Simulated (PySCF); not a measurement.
**Calculated NMR data**

- PBE0/pcSseg-1 with gauge-including orbitals
- geometry from GFN2-xTB
- run in PySCF 2.14
- averaged over atoms made equivalent by symmetry, fast rotation or ring inversion, non-relativistic Hamiltonian, no solvent, one conformer

Scale: $^{1}$H, $^{13}$C vs TMS (reference shieldings calculated alike). Splittings of carbon signals by F and P are missing where no couplings were computed. Where no couplings were computed, multiplicities follow the n + 1 count of equivalent neighbours, and m marks all less simple cases (inequivalent or close neighbours, rings, F or P nearby). Shifts are as computed. Against solution values, carbons near 30 ppm lie about +3 ppm off and those near 130 ppm about +5 ppm (rms about the fit 2.1 ppm; single classes can miss by 10 ppm). Of 1328 compounds with measured shifts, 309 miss one by over three times the rms of a fit or turn the order of signals round; such compounds aren't used in these exercises. Signals without a measured value on file couldn't be tested in this way; 1H shifts scatter by 0.2 ppm about their fit, and single ones miss by 0.5 ppm.

Compound 1 (C$_{3}$H$_{6}$N$_{2}$Si). $^{1}$H NMR (500 MHz, computed): δ 8.90 (m, 1H), 8.82 (m, 1H), 5.18 (t, 2H), 1.77 (t, 2H). $^{13}$C{$^{1}$H} NMR (computed): δ 177.2 (CH2), 122.1 (C), 1.1 (CH2). Structure: SMILES C=N[SiH2]CC#N.

Compound 2 (C$_{2}$H$_{4}$F$_{2}$). $^{1}$H NMR (500 MHz, computed): δ 4.99 (m, 4H). $^{13}$C{$^{1}$H} NMR (computed): δ 88.7 (CH2). Structure: SMILES FCCF.

Compound 3 (C$_{6}$H$_{8}$O). $^{1}$H NMR (500 MHz, computed): δ 10.30 (d, 1H), 6.29 (m, 2H), 5.41 (m, 2H), 5.36 (m, 2H), 3.73 (m, 1H). $^{13}$C{$^{1}$H} NMR (computed): δ 205.9 (CH), 145.6 (CH), 121.9 (CH2), 72.5 (CH). Structure: `C=CC(C=C)C=O`.
